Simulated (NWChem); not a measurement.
Molecule: InHOF$_{2}$; SMILES [F][In]([OH])[F]

```xyz
5

In     0.0165     0.0012     0.0000
F     -1.9398     0.2474     0.0000
F      1.0885     1.6428     0.0000
O      0.8428    -1.8246     0.0000
H      0.1111    -2.4759     0.0000
```
Atoms are numbered in this order, from 1.

Computed with NWChem. All runs use the structure optimised with PBE-D3(BJ)/def2-SVP (def2 core potentials past Kr).

For level B3LYP/3-21G, non-relativistic:

```yaml
highest occupied level (eV): -7.91
orbital gap (eV): 5.38
dipole (D): 2.13
```

How do the values read with level B3LYP/STO-3G, non-relativistic instead?

The highest occupied level (eV) comes out as -3.32. The orbital gap (eV) is 6.16 and the dipole (D) comes out as 1.00.
